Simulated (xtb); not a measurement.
Species: CBr3, SMILES `Br[C](Br)Br` (charge 0, multiplicity 2).

Q: Give a relaxed geometry from GFN2-xTB run with xtb.

A: the end point of this relaxation (outside a Z-matrix the atoms follow the SMILES, hydrogens last).
Bonds (Å): Br1–C2 1.879, C2–Br3 1.879, C2–Br4 1.879. Angles (°): Br1–C2–Br3 116.2, Br1–C2–Br4 116.2, Br3–C2–Br4 116.2.
